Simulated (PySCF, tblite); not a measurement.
Species: C₂H₁₀O₂SSi₂.
Geometry (GFN2-xTB, Å), atoms numbered from 1 in this order:
```
atom  x, y, z in Å
C1     2.888    0.551    0.658
O2     1.660    0.212    0.078
Si3    1.377   -1.120   -0.830
S4    -0.631   -0.968   -1.471
Si5   -1.697   -0.183    0.270
C6    -3.365    0.454   -0.334
O7    -0.852    1.042    0.902
H8     2.769    1.506    1.170
H9     3.196   -0.211    1.376
H10    3.660    0.644   -0.107
H11    1.600   -2.306   -0.008
H12    2.199   -1.122   -2.030
H13   -1.785   -1.291    1.219
H14   -3.927    0.879    0.492
H15   -3.245    1.225   -1.090
H16   -3.954   -0.347   -0.766
H17    0.100    1.046    0.761
```

Computed, not measured: CAM-B3LYP/def2-SVPD in PySCF (dipole) on a GFN2-xTB geometry, gas phase.

Take the most abundant isotopes and a rigid rotor. The values belong to one conformer with, in the numbering `[CH3:1][O:2][SiH2:3][S:4][Si@H:5]([CH3:6])[OH:7]`, C1–O2–Si3–S4 -177°, O2–Si3–S4–Si5 -40°, Si3–S4–Si5–C6 164°, S4–Si5–O7–H -27°.

(1) What are A, B and C (cm⁻¹)?

(2) Classify the top.

(3) Is it planar, by Δ = Ic − Ia − Ib?

(4) Where do the levels up to J = 4 lie, in K?

(5) Predict some low-J microwave lines.

(6) Estimate the classical rotational partition function at 50 K, 100 K and 200 K.

Answers

(1) Ia = 204.48, Ib = 542.17, Ic = 705.30 u·Å²; 505379 MHz·u·Å²/I gives 2472, 932.1 and 716.5 MHz, that is A = 0.08244, B = 0.03109, C = 0.02390 cm⁻¹.

(2) An asymmetric top: κ = (2 × 932.1 − 2472 − 716.5)/(2472 − 716.5) = -0.75.

(3) Not planar: Δ = Ic − Ia − Ib = -41.35 u·Å². For a rigid frame Δ = −2 Σ m c², so Σ m c² = 20.67 u·Å² lies off the ab plane: 10.40 from hydrogen and 10.27 from heavier atoms. The atom farthest from that plane is 1.89 Å away.

(4) Above 0(0,0), as E/k:
J = 1: 1(0,1) 0.079, 1(1,1) 0.153, 1(1,0) 0.163
J = 2: 2(0,2) 0.236, 2(1,2) 0.301, 2(1,1) 0.332, 2(2,1) 0.554, 2(2,0) 0.555
J = 3: 3(0,3) 0.470, 3(1,3) 0.522, 3(1,2) 0.584, 3(2,2) 0.791, 3(2,1) 0.796, 3(3,1) 1.187, 3(3,0) 1.187
J = 4: 4(0,4) 0.777, 4(1,4) 0.816, 4(1,3) 0.919, 4(2,3) 1.107, 4(2,2) 1.121, 4(3,2) 1.505, 4(3,1) 1.506, 4(4,1) 2.057, 4(4,0) 2.057
Those of J = 1 are B + C, A + C and A + B.

(5) The dipole components are |μa| = 2.16 D, |μb| = 0.63 D, |μc| = 0.43 D. Intensities carry the squares of the components, which stand as 1.00 : 0.08 : 0.04 (a : b : c). Some lines, for components of 0.1 D or more:

```
type  branch         J(Ka,Kc)    MHz  lower level (cm⁻¹)
   b       R  3(1,2) ← 2(2,1)    637               0.385
   a       Q  2(1,1) ← 2(1,2)    647               0.209
   c       Q  3(1,3) ← 3(0,3)   1092               0.326
   c       Q  2(1,2) ← 2(0,2)   1345               0.164
   a       R  1(0,1) ← 0(0,0)   1649               0.000
   b       Q  2(1,1) ← 2(0,2)   1992               0.164
   a       R  2(1,2) ← 1(1,1)   3082               0.106
   b       R  1(1,1) ← 0(0,0)   3188               0.000
   a       R  2(0,2) ← 1(0,1)   3276               0.055
   c       R  1(1,0) ← 0(0,0)   3404               0.000
   b       R  3(0,3) ← 2(1,2)   3518               0.209
   c       Q  3(2,2) ← 3(1,2)   4309               0.406
   b       Q  2(2,0) ← 2(1,1)   4639               0.231
   a       R  3(2,2) ← 2(2,1)   4946               0.385
   a       R  3(2,1) ← 2(2,0)   5029               0.385
   c       R  2(1,1) ← 1(0,1)   5268               0.055
   b       Q  3(2,2) ← 3(1,3)   5601               0.363
   c       R  3(1,2) ← 2(0,2)   7247               0.164
   c       Q  3(3,1) ← 3(2,1)   8144               0.553
   b       Q  3(3,0) ← 3(2,1)   8146               0.553
   b       R  2(2,0) ← 1(1,1)   8368               0.106
   b       R  3(2,2) ← 2(1,1)   9564               0.231
   c       R  3(2,2) ← 2(1,2)  10211               0.209
   b       R  3(2,1) ← 2(1,2)  10315               0.209
```

(6) Point group C1, symmetry number σ = 1; q = (√π/σ)·√((kT/h)³/(ABC)), k/h = 20836.6 MHz/K: 46400 at 50 K, 131000 at 100 K, 371000 at 200 K.

Its GFN2-xTB frequencies are all real (lowest 36 cm⁻¹). Zero-point vibration and centrifugal distortion are left out. A rigid rotor knows nothing of internal rotation, which can split or shift real lines.

The run took 42 s of wall time (with the writing of density and orbital grids) on AMD EPYC 9R45, one thread (shared host), and the process peaked at 1.1 GiB of memory. This is the CAM-B3LYP/def2-SVPD job that gave the dipole, with the excitations it also computed.
